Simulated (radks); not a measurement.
Values are calculated unless marked as measured or tabulated.
Q: Species: Bi. Configuration: [Xe] 4f14 5d10 6s1 6p4 (not the ground configuration). Level of theory: non-relativistic Kohn-Sham, TPSS, spin-polarised, spherical densities, point nucleus; open shells are filled with parallel spins first (spin-orbit coupling, left out, can overturn this in heavy ions); meta-GGA in the generalised Kohn-Sham scheme; relativity is left out, which matters for an element this heavy (a radial shooting solver on a logarithmic mesh with Libxc functionals). Some entries of the table are withheld. Estimate them.

orbital,occ.,eigenvalue (eV),r(max) (bohr)
1s up,1,-81071.40,0.01210
1s down,1,-81071.36,0.01210
2s up,1,-13700.40,0.06566
2s down,1,-13700.39,0.06566
2p up,3,-13195.96,0.05091
2p down,3,-13195.93,0.05091
3s up,1,-3287.560,0.1787
3s down,1,-3287.536,0.1787
3p up,3,-3047.415,0.1679
3p down,3,-3047.385,0.1679
3d up,5,-2600.777,0.1317
3d down,5,-2600.750,0.1317
4s up,1,-741.3515,0.3958
4s down,1,-741.3122,0.3958
4p up,3,-635.1802,0.3941
4p down,3,-635.1353,0.3941
4d up,5,-439.5188,0.3847
4d down,5,-439.4662,0.3847
4f up,7,-174.2808,0.3379
4f down,7,-174.2157,0.3379
5s up,1,-127.3826,0.8569
5s down,1,-127.2344,0.8573
5p up,3,(1),0.8982
5p down,3,(2),0.8986
5d up,5,-32.2333,1.023
5d down,5,-31.8490,1.021
6s up,1,-12.8833,2.127
6s down,0,-10.6061,2.095
6p up,3,(3),2.492
6p down,1,(4),2.540

A: 
(1) 5p up eigenvalue (eV): -91.2600
(2) 5p down eigenvalue (eV): -91.0965
(3) 6p up eigenvalue (eV): -6.0147
(4) 6p down eigenvalue (eV): -3.9125
